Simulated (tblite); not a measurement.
Input of a run (GFN2-xTB geometry optimisation, gas phase (tblite 0.8.0)), started from a force field or distance geometry:
```
{"job": {"kind": "relax", "xc": "GFN2-xTB", "basis": "xTB"}, "charge": 0, "multiplicity": 2}
C     -2.551100     0.300700     0.629400
O     -1.820400     0.003800    -0.569300
C     -0.427500    -0.152800    -0.512100
C      0.460200    -0.427600    -1.520200
C      1.740800    -0.517100    -1.151600
C      2.131300    -0.328100     0.097900
S      3.785600    -0.391000     0.748500
S      0.508200     0.025800     0.986900
H     -1.774900     0.409200     1.414600
H     -3.092900     1.274000     0.530900
H     -3.231400    -0.552500     0.851300
H      0.100400    -0.590300    -2.552200
H      4.167400     0.946700     1.028200
```

Output (eV, eV/Å):
```
step      E/eV     max force
  0    -643.74796    4.170
  1    -643.95215    1.676
  2    -644.03924    0.825
  3    -644.13178    0.724
  4    -644.17940    0.786
  5    -644.23111    0.612
  6    -644.26013    0.511
  7    -644.28414    0.341
  8    -644.29882    0.328
  9    -644.30652    0.224
 10    -644.31103    0.196
 11    -644.31532    0.202
 12    -644.31995    0.198
 13    -644.32291    0.122
 14    -644.32427    0.104
 15    -644.32509    0.083
 16    -644.32587    0.082
 17    -644.32675    0.111
 18    -644.32753    0.091
 19    -644.32810    0.057
 20    -644.32858    0.069
 21    -644.32913    0.080
 22    -644.32981    0.112
 23    -644.33048    0.101
 24    -644.33101    0.061
 25    -644.33143    0.061
 26    -644.33182    0.065
 27    -644.33221    0.079
 28    -644.33257    0.073
 29    -644.33287    0.055
 30    -644.33307    0.040
 31    -644.33323    0.038
 32    -644.33338    0.044
 33    -644.33353    0.039
 34    -644.33371    0.042
 35    -644.33387    0.032
 36    -644.33400    0.025
 37    -644.33410    0.030
 38    -644.33422    0.034
 39    -644.33437    0.037
 40    -644.33458    0.042
 41    -644.33484    0.055
 42    -644.33523    0.074
 43    -644.33583    0.091
 44    -644.33672    0.091
 45    -644.33773    0.083
 46    -644.33868    0.078
 47    -644.33953    0.138
 48    -644.34062    0.165
 49    -644.34196    0.132
 50    -644.34405    0.123
 51    -644.34476    0.087
 52    -644.34576    0.111
 53    -644.34717    0.100
 54    -644.34911    0.095
 55    -644.35072    0.129
 56    -644.35164    0.242
 57    -644.35428    0.135
 58    -644.35800    0.100
 59    -644.36417    0.122
 60    -644.36665    0.326
 61    -644.37089    0.175
 62    -644.37377    0.159
 63    -644.37711    0.326
 64    -644.38053    0.129
 65    -644.38280    0.102
 66    -644.38650    0.169
 67    -644.38773    0.068
 68    -644.38820    0.055
 69    -644.38886    0.094
 70    -644.38962    0.095
 71    -644.39092    0.078
 72    -644.39143    0.088
 73    -644.39201    0.086
 74    -644.39280    0.078
 75    -644.39397    0.084
 76    -644.39528    0.096
 77    -644.39641    0.107
 78    -644.39713    0.231
 79    -644.39879    0.125
 80    -644.40063    0.083
 81    -644.40354    0.077
 82    -644.40535    0.098
 83    -644.40635    0.094
 84    -644.40699    0.126
 85    -644.40820    0.069
 86    -644.40952    0.060
 87    -644.41194    0.078
 88    -644.41273    0.074
 89    -644.41327    0.072
 90    -644.41454    0.059
 91    -644.41573    0.076
 92    -644.41683    0.070
 93    -644.41734    0.109
 94    -644.41802    0.045
 95    -644.41854    0.034
 96    -644.41955    0.047
 97    -644.42009    0.056
 98    -644.42060    0.056
 99    -644.42098    0.037
100    -644.42121    0.048
101    -644.42135    0.025
102    -644.42143    0.022
103    -644.42151    0.027
104    -644.42153    0.026
105    -644.42158    0.019
106    -644.42162    0.017
107    -644.42172    0.024
108    -644.42187    0.030
109    -644.42213    0.043
110    -644.42240    0.042
111    -644.42255    0.026
112    -644.42259    0.010
113    -644.42260    0.005
```

**Question.** Summarise the run.

**Answer.** The energy falls by 0.675 eV over 113 L-BFGS steps, the largest force on an atom goes from 4.17 to 0.005 eV/Å, and the atoms move by 0.647 Å rms after alignment. The bond that changes most is S7–H13 (ends: sulfur bonded to C and H; hydrogen on sulfur), which shortens by 0.086 Å. Bonds longer at the end by more than 0.005 Å: 2 of 13; shorter: 10. Among the angles that change most is C6–S7–H13, from 106.8° to 95.4°. Among the dihedrals that turn most is S8–C6–S7–H13, from -73° to -9°. The energy never rose by more than 1e-5 eV on the way. The first step brought 30 % of the lowering.

**Question.** What are the final bond lengths?

**Answer.** C1–O2 1.408 Å, O2–C3 1.340 Å, C3–C4 1.370 Å, C4–C5 1.396 Å, C5–C6 1.328 Å, C6–S7 1.748 Å, C6–S8 1.800 Å, C3–S8 1.752 Å, C1–H9 1.095 Å, C1–H10 1.088 Å, C1–H11 1.095 Å, C4–H12 1.072 Å, S7–H13 1.333 Å. Numbering counts from 1 in the input's order; the species is `COc1c[c]c(S)s1` [radical].

Time: 1.2 s of wall time. Hardware: one thread of an Intel Xeon at 2.70 GHz, shared host.

Its GFN2-xTB frequencies are all real (lowest 70 cm⁻¹).

One conformer stands for the species.

The numbers are calculated, not measured.
